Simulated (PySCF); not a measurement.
Electronic absorption of B(CCH)3

Compound: B(CCH)3, C₆H₃B.
InChI=1S/C6H3B/c1-4-7(5-2)6-3/h1-3H

Computed, not measured: PySCF 2.14.0, density-fitted response routines, TDDFT CAM-B3LYP/def2-SVPD, vertical, gas phase, core orbitals frozen in the response. Geometry: PBE0-D3(BJ)/def2-SVP; no solvent, vibrations or thermal averaging.

Question: List the vertical singlet excitations with oscillator strengths and describe the spectrum.

Answer: 

```json
{"state": "S1", "E (eV)": "3.88", "E (hartree)": "0.1428", "f": "0.0000", "symmetry": "–", "main configurations (H = HOMO, L = LUMO)": "H→L (95%)"}
{"state": "S2", "E (eV)": "4.25", "E (hartree)": "0.1560", "f": "0.0000", "symmetry": "–", "main configurations (H = HOMO, L = LUMO)": "H-3→L (93%)"}
{"state": "S3", "E (eV)": "4.25", "E (hartree)": "0.1561", "f": "0.0000", "symmetry": "–", "main configurations (H = HOMO, L = LUMO)": "H-4→L (93%)"}
{"state": "S4", "E (eV)": "4.90", "E (hartree)": "0.1801", "f": "0.178", "symmetry": "E′", "main configurations (H = HOMO, L = LUMO)": "H-2/H-1→L (≥88%)"}
{"state": "S5", "E (eV)": "4.90", "E (hartree)": "0.1802", "f": "0.179", "symmetry": "E′", "main configurations (H = HOMO, L = LUMO)": "H-2/H-1→L (≥88%)"}
{"state": "S6", "E (eV)": "6.04", "E (hartree)": "0.2219", "f": "0.0000", "symmetry": "–", "main configurations (H = HOMO, L = LUMO)": "H-5→L (76%)"}
{"state": "S7", "E (eV)": "6.64", "E (hartree)": "0.2442", "f": "0.0000", "symmetry": "–", "main configurations (H = HOMO, L = LUMO)": "H-2/H-1→L+2 (≥46%), H-2/H-1→L+3 (≥46%)"}
{"state": "S8", "E (eV)": "6.94", "E (hartree)": "0.2551", "f": "0.0000", "symmetry": "–", "main configurations (H = HOMO, L = LUMO)": "H-2/H-1→L+2 (≥31%), H-2/H-1→L+3 (≥30%), H-5→L+3 (18%)"}
{"state": "S9", "E (eV)": "6.94", "E (hartree)": "0.2552", "f": "0.0000", "symmetry": "–", "main configurations (H = HOMO, L = LUMO)": "H-2/H-1→L+3 (≥31%), H-2/H-1→L+2 (≥30%), H-5→L+2 (18%)"}
```

Triplets, Tamm–Dancoff:

| state | E (eV) | λ (nm) | main configurations (H = HOMO, L = LUMO) |
| --- | --- | --- | --- |
| T1 | 3.64 | 340.2 | H-2/H-1→L (≥88%) |
| T2 | 3.64 | 340.2 | H→L (91%) |
| T3 | 3.65 | 340.1 | H-2/H-1→L (≥88%) |

The lowest singlet comes at 319 nm (375 kJ/mol) in the ultraviolet; it is dark (f under 0.0005); its leading configuration is HOMO→LUMO (95%). The strongest level in the table is S4/S5 at 4.90 eV (253 nm, f = 0.356 summed). S2/S3, S4/S5 and S8/S9 lie within about 0.01 eV of each other in each set; the point group D3h has degenerate representations, and within a degenerate level the listed configurations can mix freely. Löwdin shares by element: HOMO carbon 65% or more (atoms not listed hold the other 35%); LUMO carbon 36% or more, boron 26% (atoms not listed hold the other 38%). Weighted by f, the mean energy of these states is 4.90 eV. The oscillator strengths of these states sum to 0.356; summed over the whole spectrum of an exact calculation they would give the number of electrons, 44 (Thomas–Reiche–Kuhn). The listed states span 3.06 eV, and the widest gap between neighbours is 1.14 eV (S5 to S6). No computed singlet lies in the visible range (380 to 750 nm); the lowest, at 319 nm, stands 0.62 eV above its violet end (3.26 eV). Symmetry labels in D3h follow from the direction of the transition dipole and are given only for states with f of 0.002 or more. Orbitals of the list HOMO-3 to LUMO+2 that lie within 0.01 eV of each other are written together with a slash and their weights summed (≥ marks a lower bound); for degenerate orbitals outside that list single weights are arbitrary. Singlets were solved by full linear response, triplets in the Tamm–Dancoff approximation. The highest level found (7.57 eV, f 0.386 so far) is left out, since the window may have cut off a degenerate partner.

Time: 25 s of wall time (grids of density and orbitals included); peak memory 0.75 GiB. Hardware: an Arm Neoverse V1 with one thread, no GPU, shared host with 32 logical CPUs at a one-minute load of 10.
